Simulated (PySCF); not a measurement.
## Electron correlation in Ba (barium, neutral)

[Xe] 6s1 7s1, high-spin 3S determinant (an excited configuration). Computed with PySCF 2.14 in aug-cc-pwCVTZ-X2C, with the spin-free X2C one-electron Hamiltonian (Gaussian nucleus). Frozen: [Kr] 4d10; 10 electrons correlated.

```csv
level,correlation energy (mhartree)
CCSD,-173.53
(T),-5.33
CCSD(T),-178.86
```

Diagnostics: T1 = 0.022, D1 = 0.0957, largest double amplitude 0.054.

Task: Is a single reference adequate?

Result: Yes, within this model without spin-orbit coupling: T1 lies below 0.03 and no double amplitude reaches 0.07.
